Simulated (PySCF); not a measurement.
C4H8O2S, charge +1, doublet, at a GFN2-xTB geometry (a state made from the parent by changing its charge; the spin is typed, not shown lowest); PW6B95/STO-3G in PySCF.

PySCF was given this input:
```python
from pyscf import gto, scf, dft

mol = gto.M(
    atom='''
O     1.584263    0.872446   -0.693856
S     0.628463    0.416110    0.252199
O     0.770927    0.686945    1.638983
C    -1.105100    0.929852   -0.314077
C    -1.575331   -0.322857   -0.992326
C    -1.159793   -1.488091   -0.105267
C     0.335480   -1.439423    0.005232
H    -1.606482    1.160658    0.624303
H    -1.014021    1.806102   -0.950928
H    -2.664867   -0.269815   -1.115316
H    -1.138806   -0.418676   -1.988929
H    -1.450467   -2.454982   -0.536148
H    -1.629892   -1.414502    0.877864
H     0.764195   -1.971513    0.850674
H     0.871880   -1.647044   -0.919095
''',
    basis='sto-3g',
    charge=1,
    spin=1,
    verbose=4,
)

mf = dft.UKS(mol)
mf.xc = 'pw6b95'
mf.kernel()
mf.analyze()
```

**Question.** What does PySCF print? Leave out banner, timings and long lists.

**Answer.** 
```
PySCF version 2.14.0

[INPUT] verbose = 4
[INPUT] num. atoms = 15
[INPUT] num. electrons = 63
[INPUT] charge = 1
[INPUT] spin (= nelec alpha-beta = 2S) = 1
[INPUT] symmetry False subgroup None
[INPUT] Mole.unit = angstrom
[INPUT] Symbol           X                Y                Z      unit          X                Y                Z       unit  Magmom
[...]
nuclear repulsion = 430.009125365502
number of shells = 31
number of NR pGTOs = 141
number of NR cGTOs = 47
basis = sto-3g
ecp = {}

******** <class 'pyscf.dft.uks.UKS'> ********
method = UKS
initial guess = minao
damping factor = 0
level_shift factor = 0
DIIS = <class 'pyscf.scf.diis.CDIIS'>
diis_start_cycle = 1
diis_space = 8
diis_damp = 0
SCF conv_tol = 1e-09
SCF conv_tol_grad = None
SCF max_cycles = 50
direct_scf = True
direct_scf_tol = 1e-13
number electrons alpha = 32  beta = 31
XC library pyscf.dft.libxc version 7.1.2
    S. Lehtola, C. Steigemann, M. J. T. Oliveira, and M. A. L. Marques,  SoftwareX 7, 1–5 (2018)
XC functionals = pw6b95
    Y. Zhao and D. G. Truhlar,  J. Phys. Chem. A 109, 5656 (2005)
radial grids:
    Treutler-Ahlrichs [JCP 102, 346 (1995); DOI:10.1063/1.469408] (M4) radial grids

becke partition: Becke, JCP 88, 2547 (1988); DOI:10.1063/1.454033
pruning grids: <function nwchem_prune>
grids dens level: 3
symmetrized grids: False
atomic radii adjust function: <function treutler_atomic_radii_adjust>
small_rho_cutoff = 0
Set gradient conv threshold to 3.16228e-05
tot grids = 181984
init E= -699.597698123432

cycle= 1 E= -697.23799342541  delta_E= 2.36  |g|= 0.724  |ddm|= 3.61
cycle= 2 E= -695.315200862587  delta_E= 1.92  |g|= 1.78  |ddm|=  3.9
cycle= 3 E= -697.592780985024  delta_E= -2.28  |g|= 0.233  |ddm|=  3.2
cycle= 4 E= -697.638819402429  delta_E= -0.046  |g|= 0.0459  |ddm|= 0.513
cycle= 5 E= -697.640451587639  delta_E= -0.00163  |g|= 0.00904  |ddm|= 0.0804
cycle= 6 E= -697.640558836566  delta_E= -0.000107  |g|= 0.00346  |ddm|= 0.0261
cycle= 7 E= -697.640509136567  delta_E= 4.97e-05  |g|= 0.0111  |ddm|= 0.0226
cycle= 8 E= -697.640584547255  delta_E= -7.54e-05  |g|= 0.00128  |ddm|= 0.0172
cycle= 9 E= -697.640592154262  delta_E= -7.61e-06  |g|= 0.000783  |ddm|= 0.00782
cycle= 10 E= -697.640601421077  delta_E= -9.27e-06  |g|= 0.000746  |ddm|= 0.0103
cycle= 11 E= -697.640609573911  delta_E= -8.15e-06  |g|= 0.000747  |ddm|= 0.00912
cycle= 12 E= -697.640615439328  delta_E= -5.87e-06  |g|= 0.000746  |ddm|= 0.00655
[...]
SCF not converged.
Total Energy =                        -697.640327300910485
[...]
spin_pop of  5 C 1s       -0.00000
spin_pop of  5 C 2s       -0.00145
spin_pop of  5 C 2px       0.00154
spin_pop of  5 C 2py      -0.00191
spin_pop of  5 C 2pz       0.00317
spin_pop of  6 C 1s       -0.00000
spin_pop of  6 C 2s        0.01676
spin_pop of  6 C 2px       0.02148
spin_pop of  6 C 2py       0.18439
spin_pop of  6 C 2pz       0.01448
spin_pop of  7 H 1s       -0.00320
spin_pop of  8 H 1s       -0.00622
spin_pop of  9 H 1s        0.01434
spin_pop of  10 H 1s        0.00028
spin_pop of  11 H 1s        0.01432
spin_pop of  12 H 1s        0.00027
spin_pop of  13 H 1s       -0.00621
spin_pop of  14 H 1s       -0.00321
 ** Mulliken Spin Density (per atom)  **
spin density of  0 O =      0.30489
spin density of  1 S =     -0.09226
spin density of  2 O =      0.29990
spin density of  3 C =      0.23731
spin density of  4 C =      0.00134
spin density of  5 C =      0.00135
spin density of  6 C =      0.23710
spin density of  7 H =     -0.00320
spin density of  8 H =     -0.00622
spin density of  9 H =      0.01434
spin density of  10 H =      0.00028
spin density of  11 H =      0.01432
spin density of  12 H =      0.00027
spin density of  13 H =     -0.00621
spin density of  14 H =     -0.00321
 ** Mulliken pop alpha/beta on meta-lowdin orthogonal AOs **
 ** Mulliken pop       alpha | beta **
In total            32.00000 | 31.00000
 ** Mulliken atomic charges   ( Nelec_alpha | Nelec_beta ) **
charge of  0O =     -0.30918  (     4.30703      4.00215 )
charge of  1S =      1.18621  (     7.36076      7.45302 )
charge of  2O =     -0.30997  (     4.30494      4.00503 )
charge of  3C =     -0.10361  (     3.17046      2.93315 )
charge of  4C =     -0.08024  (     3.04079      3.03945 )
charge of  5C =     -0.08026  (     3.04080      3.03945 )
charge of  6C =     -0.10372  (     3.17041      2.93331 )
charge of  7H =      0.10424  (     0.44628      0.44948 )
charge of  8H =      0.11132  (     0.44123      0.44745 )
charge of  9H =      0.10534  (     0.45450      0.44016 )
charge of  10H =      0.07950  (     0.46039      0.46011 )
charge of  11H =      0.10534  (     0.45449      0.44017 )
charge of  12H =      0.07952  (     0.46038      0.46010 )
charge of  13H =      0.11135  (     0.44122      0.44743 )
charge of  14H =      0.10416  (     0.44631      0.44952 )

WARN: System has nonzero charge 1; the dipole moment is origin-dependent.
Location of origin: [0. 0. 0.]

Dipole moment(X, Y, Z, Debye): -2.16023, -1.43000, -0.87135
```

Convergence was not reached.
